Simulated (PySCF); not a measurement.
The vertical singlet excitations below were computed for one of the candidates. Method: TDDFT wB97X-D/def2-SVPD, vertical, gas phase, core orbitals frozen in the response in PySCF. Geometries: GFN2-xTB, one conformer each.

```csv
state,E (eV),λ (nm),f
S1,4.85,255.4,0.0010
S2,5.55,223.4,0.057
S3,5.70,217.5,0.0008
S4,6.32,196.2,0.0009
S5,6.67,185.8,0.014
S6,7.03,176.4,0.184
S7,7.23,171.5,0.489
S8,7.27,170.4,0.056
```

Triplets computed (Tamm–Dancoff): 4.59, 4.65, 5.38 eV.

Task: Which candidate is it?
A. `[CH3][AlH][C]#CCC`
B. `C1=CC2C=CC21`
C. `Cc1ccccc1`

Result: A. Its S1, at 4.85 eV, is the lowest among the candidates; the nearest of the others has S1 at 5.49 eV. S1 is HOMO→LUMO (93%). Löwdin shares by element: HOMO carbon 70% or more, aluminium 9% (atoms not listed hold the other 21%); LUMO aluminium 51%, carbon 25% or more, hydrogen 9% or more (atoms not listed hold the other 15%). At the same level the other candidates give, for their lowest levels:
- `Cc1ccccc1`: 5.49 eV (f 0.003); 6.19 eV (f 0.016); 7.10 eV (f 0.511); 7.14 eV (f 0.740); 7.25 eV (f 0.003); T1 4.25 eV; HOMO -8.74, LUMO 1.56 eV
- `C1=CC2C=CC12`: 5.62 eV (f 0.000); 6.08 eV (f 0.024); 7.10 eV (f 0.000); 7.14 eV (f 0.014); 7.32 eV (f 0.000); T1 4.04 eV; HOMO -8.79, LUMO 1.46 eV
